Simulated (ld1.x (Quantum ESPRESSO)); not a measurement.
Logarithmic derivatives: tantalum, TM

```json
{
 "Element": "Ta (Z = 73)",
 "Generator": "ld1.x (Quantum ESPRESSO) 7.5",
 "Type": "norm-conserving Troullier–Martins (Kleinman–Bylander form)",
 "Functional": "LDA (PZ)",
 "Relativity": "scalar-relativistic",
 "Frozen core": "[Kr] 4d10 4f14 5s2",
 "Valence charge": "11",
 "Reference configuration": "5p6 5d3 6s1.5 6p0 (charge +0.5)",
 "Partial waves": "5p (bound): rc 2.15 bohr; 5d (bound): rc 1.75 bohr; 6s (bound): rc 2.40 bohr",
 "Local potential": "the s channel",
 "Core correction": "none"
}
```

The phase is arctan(r·u′/u) with u = r·R(r), unwrapped; energies in Ry, scanned from -5 to 5 Ry. A pole is an energy at which the radial function vanishes at the test radius. The pseudo phase is shifted by a multiple of π to meet the all-electron one at the reference energy, and phase errors are pseudo minus all-electron; the curves can meet again beyond the range given. Levels narrower than the energy grid can be missing from the lists of poles.

```tsv
channel	radius (bohr)	reference energy (Ry)	poles, all-electron	poles, pseudo	unbroken range about the reference energy with phases within 0.05 rad	phase error 1 Ry above the reference energy (rad)
s	2.59	-0.64	2.34	1.79	below 1.8	-0.023
p	2.59	-3.16	-3.04, 4.09	-3.03	below -1.1	+0.017
d	2.59	-0.52	0.24	0.29	below 1.3	+0.019
```

Phases in the s channel:

```csv
E (Ry),all-electron,pseudo
-5.00,1.389,1.368
-4.48,1.366,1.352
-3.96,1.343,1.333
-3.44,1.316,1.307
-2.92,1.280,1.271
-2.40,1.227,1.218
-1.88,1.141,1.133
-1.36,0.973,0.966
-0.84,0.548,0.547
-0.32,-0.440,-0.447
0.20,-1.095,-1.115
0.72,-1.335,-1.362
1.24,-1.449,-1.485
1.76,-1.518,-1.567
2.28,-1.566,-1.639
2.80,-1.605,-1.729
3.32,-1.641,-1.911
3.84,-1.677,-2.866
4.36,-1.718,-4.310
4.88,-1.771,-4.545
```
